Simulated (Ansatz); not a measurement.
Method: PBE0-D3(BJ)/def2-TZVP (Ansatz, a quantum-chemistry and plane-wave program). No frequencies were computed at this level.

Ansatz 0.2 input:
```yaml
crystal:
  periodic: [false, false, false]
  atoms:
    - { symbol: C, position_ang: [3.29163, -0.328743, -0.134366] }
    - { symbol: C, position_ang: [2.38294, 0.22186, 0.416948] }
    - { symbol: O, position_ang: [1.413034, 0.83957, 1.034177] }
    - { symbol: C, position_ang: [0.176193, 0.504968, 0.733802] }
    - { symbol: C, position_ang: [-0.955072, 0.211501, 0.471191] }
    - { symbol: C, position_ang: [-2.339426, -0.103691, 0.192413] }
    - { symbol: H, position_ang: [4.114946, -0.784147, -0.591003] }
    - { symbol: H, position_ang: [-2.858579, 0.778619, -0.180863] }
    - { symbol: H, position_ang: [-2.835654, -0.451531, 1.09796] }
    - { symbol: H, position_ang: [-2.390003, -0.888402, -0.561359] }
basis:
  gaussian: { orbitals: def2-tzvp }
hamiltonian:
  xc: pbe0
  dispersion: d3bj
relax:
  max_steps: 150
```

Output:

```
Functional definition: PBE0
1227 factors; their error is unknown
mean field evaluation 1: about -7276.8556 eV, gradient 6.5e1 eV
mean field evaluation 2: about -7271.3379 eV, gradient 7.8e1 eV
mean field evaluation 4: about -7285.8762 eV, gradient 2.8e0 eV
mean field evaluation 8: about -7285.8903 eV, gradient 1.4e-1 eV
mean field evaluation 16: about -7285.9071 eV, gradient 4.9e-4 eV
mean field -7285.90711346 eV, -267.7521478545 hartree, gradient 2.0e-5 eV, S^2 0.000000; 0 other end points of the search recorded, 0 dependent functions left out
reference -7285.90714526 eV, -267.7521490231 hartree; 21, 21 occupied and 189, 189 virtual orbitals, 1227 factors
relax step   1: F+E_penalty+E_count = -7286.05525640 eV  Δ(F+E_penalty+E_count) = +0.000e0 eV  max|allowed force component| = 6.690e-1 eV/Å  Δτ_max = 0.0000 Å  (31 SCF iters, accepted)
these checks for a lower state are left out or cut short: starts, cluster_reference, orbital_swaps, neighbouring_geometries, increment
1227 factors; their error is unknown
mean field -7285.91880769 eV, -267.7525776096 hartree, gradient 1.3e-5 eV, S^2 0.000000; 0 other end points of the search recorded, 0 dependent functions left out
reference -7285.91883956 eV, -267.7525787806 hartree; 21, 21 occupied and 189, 189 virtual orbitals, 1227 factors
relax step   2: F+E_penalty+E_count = -7286.06677035 eV  Δ(F+E_penalty+E_count) = -1.151e-2 eV  max|allowed force component| = 1.363e-1 eV/Å  Δτ_max = 0.0140 Å  (36 SCF iters, accepted)
these checks for a lower state are left out or cut short: starts, cluster_reference, orbital_swaps, neighbouring_geometries, increment
1227 factors; their error is unknown
mean field evaluation 32: about -7285.9210 eV, gradient 7.6e-3 eV
mean field -7285.92097394 eV, -267.7526572177 hartree, gradient 1.3e-5 eV, S^2 0.000000; 0 other end points of the search recorded, 0 dependent functions left out
reference -7285.92100583 eV, -267.7526583897 hartree; 21, 21 occupied and 189, 189 virtual orbitals, 1227 factors
relax step   3: F+E_penalty+E_count = -7286.06883098 eV  Δ(F+E_penalty+E_count) = -2.061e-3 eV  max|allowed force component| = 1.061e-1 eV/Å  Δτ_max = 0.0059 Å  (35 SCF iters, accepted)
these checks for a lower state are left out or cut short: starts, cluster_reference, orbital_swaps, neighbouring_geometries, increment
1227 factors; their error is unknown
mean field -7285.92358844 eV, -267.7527532988 hartree, gradient 1.5e-5 eV, S^2 0.000000; 0 other end points of the search recorded, 0 dependent functions left out
reference -7285.92362031 eV, -267.7527544698 hartree; 21, 21 occupied and 189, 189 virtual orbitals, 1227 factors
relax step   4: F+E_penalty+E_count = -7286.07118503 eV  Δ(F+E_penalty+E_count) = -2.354e-3 eV  max|allowed force component| = 1.596e-1 eV/Å  Δτ_max = 0.0228 Å  (33 SCF iters, accepted)
these checks for a lower state are left out or cut short: starts, cluster_reference, orbital_swaps, neighbouring_geometries, increment
1227 factors; their error is unknown
mean field -7285.92026197 eV, -267.7526310532 hartree, gradient 1.3e-5 eV, S^2 0.000000; 0 other end points of the search recorded, 0 dependent functions left out
reference -7285.92029379 eV, -267.7526322227 hartree; 21, 21 occupied and 189, 189 virtual orbitals, 1227 factors
relax step   5: F+E_penalty+E_count = -7286.06839218 eV  Δ(F+E_penalty+E_count) = +2.793e-3 eV  max|allowed force component| = 3.544e-1 eV/Å  Δτ_max = 0.0208 Å  (33 SCF iters, rejected (line search))
these checks for a lower state are left out or cut short: starts, cluster_reference, orbital_swaps, neighbouring_geometries, increment
1227 factors; their error is unknown
mean field -7285.92534805 eV, -267.7528179633 hartree, gradient 1.6e-5 eV, S^2 0.000000; 0 other end points of the search recorded, 0 dependent functions left out
reference -7285.92537990 eV, -267.7528191339 hartree; 21, 21 occupied and 189, 189 virtual orbitals, 1227 factors
relax step   6: F+E_penalty+E_count = -7286.07295506 eV  Δ(F+E_penalty+E_count) = -1.770e-3 eV  max|allowed force component| = 2.780e-2 eV/Å  Δτ_max = 0.0101 Å  (33 SCF iters, accepted)
these checks for a lower state are left out or cut short: starts, cluster_reference, orbital_swaps, neighbouring_geometries, increment
1227 factors; their error is unknown
mean field -7285.92567151 eV, -267.7528298500 hartree, gradient 1.5e-5 eV, S^2 0.000000; 0 other end points of the search recorded, 0 dependent functions left out
reference -7285.92570336 eV, -267.7528310205 hartree; 21, 21 occupied and 189, 189 virtual orbitals, 1227 factors
relax step   7: F+E_penalty+E_count = -7286.07321462 eV  Δ(F+E_penalty+E_count) = -2.596e-4 eV  max|allowed force component| = 1.031e-2 eV/Å  Δτ_max = 0.0075 Å  (35 SCF iters, accepted)
these checks for a lower state are left out or cut short: starts, cluster_reference, orbital_swaps, neighbouring_geometries, increment
1227 factors; their error is unknown
mean field evaluation 64: about -7285.9105 eV, gradient 4.4e-4 eV
mean field -7285.92572416 eV, -267.7528317849 hartree, gradient 1.5e-5 eV, S^2 0.000000; 0 other end points of the search recorded, 0 dependent functions left out
reference -7285.92575600 eV, -267.7528329552 hartree; 21, 21 occupied and 189, 189 virtual orbitals, 1227 factors
relax step   8: F+E_penalty+E_count = -7286.07323528 eV  Δ(F+E_penalty+E_count) = -2.066e-5 eV  max|allowed force component| = 5.571e-3 eV/Å  Δτ_max = 0.0043 Å  (36 SCF iters, accepted)
1227 factors; their error is unknown
mean field evaluation 96: about -7285.9257 eV, gradient 2.1e-5 eV
mean field -7285.92572416 eV, -267.7528317849 hartree, gradient 1.5e-5 eV, S^2 0.000000; 1 other end points of the search recorded, 0 dependent functions left out
reference -7285.92575600 eV, -267.7528329552 hartree; 21, 21 occupied and 189, 189 virtual orbitals, 1227 factors
Total energy: -7286.07326712 eV, -267.7582538890 hartree
Atom 0 at     3.329340    -0.312197    -0.118758 Å, force    -0.001370     0.000882     0.000949 eV/Å
Atom 1 at     2.389120     0.208023     0.403370 Å, force     0.004925    -0.002223    -0.002300 eV/Å
Atom 2 at     1.416396     0.827592     1.022348 Å, force    -0.005571     0.002163     0.002212 eV/Å
Atom 3 at     0.181598     0.483386     0.712673 Å, force    -0.001433    -0.001350    -0.001292 eV/Å
Atom 4 at    -0.964564     0.228378     0.487695 Å, force     0.000222     0.000022     0.000024 eV/Å
Atom 5 at    -2.349512    -0.096071     0.200081 Å, force     0.000459     0.000518     0.000498 eV/Å
Atom 6 at     4.158223    -0.781883    -0.589742 Å, force     0.001582    -0.000351    -0.000396 eV/Å
Atom 7 at    -2.887148     0.776001    -0.179080 Å, force     0.001293     0.000229     0.000511 eV/Å
Atom 8 at    -2.864490    -0.450584     1.095874 Å, force     0.001294     0.000539     0.000187 eV/Å
Atom 9 at    -2.408953    -0.882641    -0.555561 Å, force    -0.001401    -0.000430    -0.000394 eV/Å
Dipole moment:    -0.236480    -0.134144    -0.125354 e Å
```

Cost: around 50 core-seconds (rough).
